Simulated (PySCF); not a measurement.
**Working out the excitation energy of Sn⁺**

Sn⁺ [Kr] 4d10 5s2 5p1 (2P) → Sn⁺ [Kr] 4d10 5s1 5p2 (4P). Calculation: PySCF 2.14, in aug-cc-pVDZ-PP with ECP28MDF (5s4p3d, 32 functions); scalar relativity through the core potential. Frozen: 4s2 4p6 4d10. Energies in hartree (1 hartree = 27.21139 eV):

| part | Sn⁺ (lower) | Sn⁺ (upper) |
| --- | --- | --- |
| UHF | -213.083444 | -212.927250 |
| CCSD correlation | -0.040071 | -0.008589 |
| (T) | -0.000390 | -0.000014 |

What does Hartree-Fock give?

(-212.927250) − (-213.083444) = 0.156194 hartree = 4.250 eV.

What do CCSD and CCSD(T) give?

The CCSD correlation energies differ by 0.031482 hartree = 0.857 eV and the triples by 0.000376 hartree = 0.010 eV, so CCSD gives 5.107 eV and CCSD(T) 5.117 eV.

Measured between the centres of the two terms (NIST): 5.753 eV, so CCSD(T) (valence) is off by -0.636 eV.

A double-zeta basis recovers only part of the correlation energy.

What remains against the reference includes basis incompleteness, the frozen core and higher excitations.
